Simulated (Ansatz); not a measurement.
`[BH2][Al]([NH2])[NH2]` + `NB[SiH2][SiH3]` → `[NH2][Al]([NH2])[SiH2][SiH3]` + `BBN`  (redistribution)

Calculated with Ansatz (gas phase, PBE0-D4/def2-TZVP geometries, no zero-point term in ΔE). CCSD(T)/CBS adds triple-zeta CCSD(T) − MP2 to the extrapolated MP2 energy (def2 sets, frozen cores). Each species was taken in one conformer, which may not be the lowest.

```json
{"species": "`[BH2][Al]([NH2])[NH2]`", "HF/def2-TZVPP energy (Eh)": "-379.10179"}
{"species": "`NB[SiH2][SiH3]`", "HF/def2-TZVPP energy (Eh)": "-661.73774"}
{"species": "`[NH2][Al]([NH2])[SiH2][SiH3]`", "HF/def2-TZVPP energy (Eh)": "-934.08126"}
{"species": "`BBN`", "HF/def2-TZVPP energy (Eh)": "-106.77292"}
```

Q: Work out ΔE.

A: ΔE = (-934.08126) + (-106.77292) − (-379.10179) − (-661.73774) = -0.01465 Eh = -9.2 kcal/mol. CCSD(T)/CBS gives -9.1 kcal/mol.

Largest T1 diagnostic among the species: 0.014.
